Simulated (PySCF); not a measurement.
C4H10Si2, SMILES [SiH3]/C=C/[SiH2]C=C.

Geometry optimised at B3LYP-D3(BJ)/def2-SVP. The structure was generated by enumeration; whether it is a known compound was not checked. The values are those of a single conformer.

Computed with PySCF with B3LYP-D3(BJ)/def2-SVP.

Frequencies are harmonic and unscaled.

Task: Estimate the vibrational spectrum. (The exact figures need the calculation; the answer reports its results.)

Result: 
| mode | ν (cm⁻¹) | IR (km/mol) | moving atoms (share of kinetic energy) |
|---|---|---|---|
| 1 | 48 | 0.0 | C 43 %, H 36 %, Si 21 % |
| 2 | 60 | 0.0 | C 45 %, H 40 %, Si 15 % |
| 3 | 102 | 0.1 | H 56 %, C 35 %, Si 8 % |
| 4 | 135 | 0.0 | H 59 %, C 38 % |
| 5 | 165 | 0.7 | C 56 %, H 30 %, Si 14 % |
| 6 | 235 | 1.4 | C 49 %, H 37 %, Si 14 % |
| 7 | 249 | 0.3 | Si 42 %, C 38 %, H 20 % |
| 8 | 302 | 0.3 | H 42 %, C 31 %, Si 26 % |
| 9 | 495 | 6.2 | H 71 %, C 27 % |
| 10 | 542 | 1.6 | H 68 %, Si 20 %, C 12 % |
| 11 | 596 | 26.1 | H 68 %, C 17 %, Si 15 % |
| 12 | 631 | 72.5 | H 64 %, Si 19 %, C 17 % |
| 13 | 679 | 46.3 | H 41 %, C 36 %, Si 23 % |
| 14 | 740 | 57.0 | C 52 %, H 25 %, Si 22 % |
| 15 | 746 | 8.1 | H 62 %, C 26 %, Si 12 % |
| 16 | 797 | 71.5 | H 51 %, C 39 %, Si 9 % |
| 17 | 826 | 2.3 | H 54 %, C 39 % |
| 18 | 865 | 414.4 | H 80 %, Si 11 %, C 9 % |
| 19 | 934 | 279.9 | H 92 %, Si 8 % |
| 20 | 943 | 89.1 | H 94 % |
| 21 | 944 | 15.6 | H 96 % |
| 22 | 960 | 61.0 | H 97 % |
| 23 | 989 | 29.1 | H 73 %, C 27 % |
| 24 | 1017 | 10.5 | H 83 %, C 16 % |
| 25 | 1041 | 11.0 | H 92 % |
| 26 | 1046 | 13.8 | H 92 % |
| 27 | 1189 | 36.0 | H 86 %, C 13 % |
| 28 | 1276 | 0.1 | H 73 %, C 27 % |
| 29 | 1302 | 0.2 | H 79 %, C 21 % |
| 30 | 1421 | 13.7 | H 83 %, C 17 % |
| 31 | 1633 | 0.4 | C 95 % |
| 32 | 1667 | 9.0 | C 84 %, H 15 % |
| 33 | 2203 | 115.7 | H 98 % |
| 34 | 2207 | 86.1 | H 96 % |
| 35 | 2208 | 138.3 | H 96 % |
| 36 | 2212 | 111.0 | H 98 % |
| 37 | 2225 | 100.4 | H 96 % |
| 38 | 3095 | 0.1 | H 92 %, C 8 % |
| 39 | 3101 | 12.9 | H 92 % |
| 40 | 3110 | 15.0 | H 95 % |
| 41 | 3123 | 5.9 | H 92 %, C 8 % |
| 42 | 3201 | 10.2 | H 89 %, C 11 % |
